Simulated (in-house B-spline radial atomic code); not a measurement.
Gd³⁺ is squeezed into an impenetrable sphere of radius R (the orbitals vanish at R). Level of theory: Dirac-Hartree-Fock, average of configuration, Fermi nucleus of rms radius 5.1569 fm; calculated with a B-spline radial code for spherical atoms.

Energies in eV above the free ion in [Xe] 4f7:

| R (bohr) | highest level (eV) | [Xe] 4f7 | [Kr] 4d9 4f8 5s2 5p6 | [Kr] 4d10 4f7 5s2 5p5 5f1 |
| --- | --- | --- | --- | --- |
| 9.55 | -44.1 | 0 | 147.1 | 43.97 |
| 5.76 | -44.1 | 0.001951 | 147.1 | 46.49 |
| 5.36 | -44.1 | 0.007308 | 147.1 | 47.56 |
| 4.46 | -44 | 0.1326 | 147.2 | 51.91 |
| 3.81 | -43.5 | 0.9915 | 148.1 | 58.71 |
| 3.16 | -41.1 | 6.862 | 153.8 | 75.34 |
| 2.47 | -31.4 | 50.3 | 197 | 141 |
| 2.38 | -28.9 | 65.15 | 211.8 | 160.1 |
| 1.78 | 12.6 | 381.1 | 529.3 | 516.9 |
| 1.49 | 94.2 | 962.2 | 1115 | 1123 |

Question: Does [Kr] 4d9 4f8 5s2 5p6 fall below [Xe] 4f7 under compression?

Answer: No, it stays above over the whole range.

Question: Does [Kr] 4d10 4f7 5s2 5p5 5f1 fall below [Xe] 4f7 under compression?

Answer: No, it stays above over the whole range.

The highest level is first positive in the row R = 1.78 bohr, pushed up by confinement above the zero of the free ion's potential. Each configuration is held fixed and needn't be the lowest in the sphere.
